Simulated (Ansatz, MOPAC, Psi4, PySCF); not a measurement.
Species: C2N, charge 0, multiplicity 2. SMILES: [C][N][C]
Geometry from a B3LYP-D3(BJ)/def2-TZVP (Ansatz, an electronic-structure program) optimisation:
```xyz
3

C      0.0000     0.0000    -1.2396
N      0.0000     0.0000     0.0000
C      0.0000     0.0000     1.2396
```
Charge 0, spin multiplicity 2.

Wanted: vertical ionisation energy to the singlet, in eV. Set-up: 6-311+G** with 5d; each state is the SCF solution reached for its charge and spin; non-relativistic; UHF or UKS for open shells; no spin-orbit coupling; valence correlation only; dispersion terms only where a functional's name holds one; PM7 with its own dispersion and hydrogen-bond terms; 6-31G* and kin with 6d, 5d where marked. First-principles rows: single points at B3LYP-D3(BJ) geometries (Ansatz). Semi-empirical rows: differences of heats of formation at the shared geometry for vertical values. A UHF reference is markedly spin-contaminated in at least one set, which strains HF and MP2.

```csv
level,program,vertical ionisation energy to the singlet (eV)
AM1,MOPAC,8.57
PM3,MOPAC,8.72
PM6,MOPAC,7.81
PM7,MOPAC,7.31
MNDO,MOPAC,8.13
HF/6-31G*,Ansatz,9.07
HF/6-311+G**,Ansatz,9.24
PBE/6-31G*,Ansatz,9.78
B3LYP/STO-3G,Ansatz,8.38
B3LYP/6-31G*,Ansatz,9.78
M06-2X/6-31G* (5d),PySCF,9.56
wB97X-D/6-31G*,Psi4,9.72
MP2/6-311+G**,Ansatz,9.35
PBE0/def2-TZVPD,Ansatz,10.02
```

No value to compare with is used here. The 13 habitual levels span 7.31 (PM7) to 9.78 eV (B3LYP/6-31G*); PBE0/def2-TZVPD gives 10.02.

The levels are drawn from those run, B3LYP/6-31G* more often than the rest, none by its result; left out are runs that failed, that the program found above a lower state of the same kind, or whose <S^2> lies over 0.5 above the pure value.
